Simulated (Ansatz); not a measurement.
Consider the redistribution: `[SiH3]B(Cl)Cl` + `[SH][SnH3]` → `SB(Cl)Cl` + `[SiH3][SnH3]`.

Isolated molecules relaxed with PBE0-D4/def2-TZVP in Ansatz; ΔE leaves out vibrations. CBS: MP2 limit from def2 TZ/QZ plus the TZ coupled-cluster correction, frozen cores. DFT in def2-TZVPP. B3LYP here is the variant with VWN-RPA as its local correlation; programs differ in this. Elements past krypton have def2 core potentials. For Sn outer-core shells are correlated without core-valence functions, which leaves a few kJ/mol of doubt a bond. One conformer a species, not always the lowest.

```tsv
level	ΔE (kJ/mol)
LDA (SPW92)	-68.5
B97M-V	-56.2
B3LYP-D4	-53.9
B2PLYP	-54.5
CCSD/def2-TZVPP	-53.7
CCSD(T)/def2-TZVPP	-55.0
HF/def2-QZVPP	-40.8
MP2/def2-QZVPP	-58.4
```

(1) What does CCSD(T)/CBS give? (An estimate is asked.)

Largest T1 diagnostic among the species: 0.013.

Results:

(1) Ansatz gave: -52.3 kJ/mol. The listed levels differ from it by -16.2, -3.9, -1.6, -2.2, -1.4, -2.7, 11.5, -6.1 kJ/mol.

Leaving LDA and LC-ωPBE aside and taking each functional with its dispersion term where it has one, the values, not all of them listed here, spread over 7.4 kJ/mol, from PBE-D4 to BHLYP-D4. LDA lies −10.0 kJ/mol from PBE without D4. At CCSD(T), def2-SVP lies −14.4 kJ/mol from the extrapolated value and def2-TZVPP −2.7 kJ/mol.
